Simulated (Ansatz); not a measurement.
`[SiH3]NB[SeH]` + `CNCS` → `CNC([SiH3])S` + `NB[SeH]`  (formal exchange of groups at the Si–N bond)

Computed with Ansatz on PBE0-D4/def2-TZVP structures; ΔE is electronic, products minus reactants. CCSD(T)/CBS adds triple-zeta CCSD(T) − MP2 to the extrapolated MP2 energy (def2 sets, frozen cores). DFT in def2-TZVPP. For Se outer-core shells are correlated without core-valence functions, which leaves a few kJ/mol of doubt a bond. Scalar relativity is left out up to krypton. One conformer a species, not always the lowest.

| level | ΔE (kcal/mol) |
| --- | --- |
| r2SCAN-D4 | 10.7 |
| ωB97M-V | 10.7 |
| PBE | 9.9 |
| PBE0 | 10.8 |
| MP2/def2-TZVPP | 11.4 |
| SCS-MP2/def2-TZVPP | 12.6 |
| CCSD/def2-TZVPP | 12.5 |
| MP2/def2-QZVPP | 11.3 |

Q: What does CCSD(T)/CBS give? (Best estimate.)

A: Ansatz gave: +11.4 kcal/mol. The listed levels differ from it by -0.7, -0.7, -1.5, -0.6, 0.0, 1.2, 1.1, -0.1 kcal/mol.

Largest T1 diagnostic among the species: 0.011.

From PBE to PBE0 (25 % exact exchange), in def2-TZVPP and without D4, ΔE moves by +0.9 kcal/mol. In def2-TZVPP, CCSD(T) changes the Hartree–Fock value by −5.2 kcal/mol (the triples alone add −0.8 kcal/mol) and MP2 by −5.5 kcal/mol.
